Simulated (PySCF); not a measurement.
## Single point on Ge₂⁺

State: quartet, unpaired electrons σ ↑, π ↑↑.

An equivalent input (the run itself took its basis sets from the Basis Set Exchange, started from a PBE0 density and held the occupation σ 15α 14β, πx 7α 6β, πy 7α 6β, δx 2α 2β, δy 2α 2β):

```python
from pyscf import gto, dft
mol = gto.M(atom='Ge 0 0 0; Ge 0 0 2.428', basis={'Ge': 'pcseg-1'},
            charge=1, spin=3, verbose=4, symmetry='C2v')
mf = dft.UKS(mol, xc='PBE0')
mf.grids.atom_grid = (80, 434)
mf.grids.prune = dft.gen_grid.treutler_prune
mf.irrep_nelec = {'A1': (17, 16), 'A2': (2, 2), 'B1': (7, 6), 'B2': (7, 6)}
mf.conv_tol = 1e-9
mf.max_cycle = 60
mf.diis_space = 10
mf.kernel()
```

The log (some set-up lines and the per-cycle HOMO/LUMO lines removed):

```
******** <class 'pyscf.dft.uks_symm.SymAdaptedUKS'> ********
method = SymAdaptedUKS
damping factor = 0
level_shift factor = 0
DIIS = <class 'pyscf.scf.diis.CDIIS'>
diis_start_cycle = 1
diis_space = 10
diis_damp = 0
SCF conv_tol = 1e-09
SCF conv_tol_grad = None
SCF max_cycles = 60
number electrons alpha = 33  beta = 30
Set gradient conv threshold to 3.16228e-05
init E= -4152.66526428767
cycle= 1 E= -4152.66735165114  delta_E= -0.00209  |g|= 0.000893  |ddm|= 0.0062
cycle= 2 E= -4152.66735228007  delta_E= -6.29e-07  |g|= 0.00057  |ddm|= 0.00282
cycle= 3 E= -4152.66735261223  delta_E= -3.32e-07  |g|= 3.03e-05  |ddm|= 0.0011
cycle= 4 E= -4152.66735261308  delta_E= -8.51e-10  |g|= 2.48e-05  |ddm|= 0.000108
Extra cycle  E= -4152.66735261127  delta_E= 1.81e-09  |g|= 4.7e-05  |ddm|= 0.000141
converged SCF energy = -4152.66735261127  <S^2> = 3.7518925  2S+1 = 4.0009462
```

Repeating this along the bond gives Re = 2.420 Å and ωe = 260 cm⁻¹.

A point of this curve took 0.55 CPU seconds beside 0.38 for the integrals, on AMD EPYC 9R45 96-Core (shared host).

Spin–orbit coupling is left out. The state was picked by a PBE0 search and need not be the measured ground state.
